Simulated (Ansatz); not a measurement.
Two isomers of C3H7FOSi: A = `C/C([SiH3])=C(/O)F`, B = `FC1([SiH3])COC1`.

Program: Ansatz. Geometries: PBE0-D4/def2-TZVP. ΔE: electronic, gas phase. CBS: MP2 limit from def2 TZ/QZ plus the TZ coupled-cluster correction, frozen cores. Functionals use def2-TZVPP. One conformer a species, not always the lowest.

Problem. Which isomer does CCSD(T)/CBS put lower? Give the gap. (An estimate is asked.)

Solution. Ansatz gave: A, by 107.3 kJ/mol.

Problem. Give E(B) − E(A) in kJ/mol with HF/def2-TZVPP, r2SCAN-D4, B2PLYP, PBE0-D4, ωB97M-V, CCSD(T)/def2-TZVPP, PBE-D4. (Best estimate.)

Solution. The calculation gave: HF/def2-TZVPP 108.1, r2SCAN-D4 120.4, B2PLYP 114.6, PBE0-D4 109.3, ωB97M-V 105.9, CCSD(T)/def2-TZVPP 106.8, PBE-D4 113.3. None reverses the order clearly.

Largest T1 diagnostic: 0.012.

From PBE to PBE0 (25 % exact exchange), in def2-TZVPP and without D4, E(B) − E(A) moves by −4.1 kJ/mol.
